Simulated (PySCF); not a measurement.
Gas-phase reaction: 2 SiH₂(NH₂)₂ + Si₂N + 2 Br₂ ⇌ 5 N + 4 SiH₃Br

Energies from PySCF, thermal terms from the rigid-rotor harmonic-oscillator model, ideal gas at 1 bar. † marks an energy on the PBE0/def2-TZVP geometry and frequencies; other levels use their own. 6-31G* has spherical d functions here. Open shells (unrestricted): Si₂N (multiplicity 2), N (multiplicity 4); the rest are closed-shell singlets. Spin-orbit splitting is ignored; it lowers the true energy and changes the entropy of Si₂N. B3LYP is the form with VWN-RPA correlation. Br: all electrons, no relativistic terms. SiH₂(NH₂)₂: computed as isolated molecules; such fragments, hydroxides, amides, oligomers or adducts are transient or little studied in the gas.

```tsv
level	ΔH°(298 K), kJ
B3LYP/6-31G*	[?]
B3LYP/def2-TZVP†	[?]
BLYP/def2-TZVP†	[?]
M06-2X/def2-TZVP†	1900
PBE/def2-SVP	2063
PBE0/def2-QZVP†	1925
PBE0/def2-SVP†	1839
PBE0/def2-TZVP	1890
r2SCAN/def2-TZVP†	1822
LDA/def2-TZVP†	[?]
```

Complete the blanks.


- B3LYP/6-31G*, ΔH°(298 K), kJ: 1793
- B3LYP/def2-TZVP†, ΔH°(298 K), kJ: 1918
- BLYP/def2-TZVP†, ΔH°(298 K), kJ: 2035
- LDA/def2-TZVP†, ΔH°(298 K), kJ: 2501
